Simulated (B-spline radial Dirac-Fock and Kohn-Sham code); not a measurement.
**Isotope-shift constants of the inner levels of Mg²⁺**

System: the Mg²⁺ ion in the configuration [He] 2s2 2p6.

Level of theory: first-order field-shift and mass-shift constants from Dirac-Fock ground and hole states with a Fermi nucleus; the mass shift has no relativistic recoil terms; a radial finite-basis atomic code. A binding energy shifts by δE = F·δ⟨r²⟩ + (K_N + K_S)·δ(1/M); F is taken for a change of radius at fixed skin thickness and so holds the higher radial moments.

```tsv
level	F (meV/fm²)	K_N (meV u)	K_S (meV u)
K (1s)	-0.1215	-732.3	145.0
L1 (2s)	-0.007952	-65.65	-24.96
L2 (2p1/2)	0.001262	-43.24	36.41
L3 (2p3/2)	0.001260	-43.08	35.94
```

Line shifts in meV from A = 24 (mass 23.9850 u, rms radius 3.057 fm); radii from Angeli and Marinova (2013).

| A | mass (u) | radius (fm) | Kα1 | Kα2 |
| --- | --- | --- | --- | --- |
| 21 | 21.0117 | 3.0626 | -3.43 | -3.43 |
| 22 | 21.9996 | 3.0688 | -2.19 | -2.19 |
| 23 | 22.9941 | 3.0425 | -1.03 | -1.03 |
| 25 | 24.9858 | 3.0284 | +0.99 | +0.99 |
| 26 | 25.9826 | 3.0337 | +1.88 | +1.88 |
| 27 | 26.9843 | 3.0324 | +2.71 | +2.71 |
| 28 | 27.9839 | 3.0691 | +3.45 | +3.45 |
| 29 | 28.9886 | 3.0756 | +4.16 | +4.16 |
| 31 | 30.9966 | 3.1486 | +5.40 | +5.40 |
| 32 | 31.9991 | 3.1861 | ? | ? |

Task: What are the shifts for A = 32?

Result: Kα1 +5.96 meV (field -0.10, mass +6.06); Kα2 +5.96 meV (field -0.10, mass +6.06).

Values without a named source are computed, but for edge energies of neutral atoms, which are taken from tables.
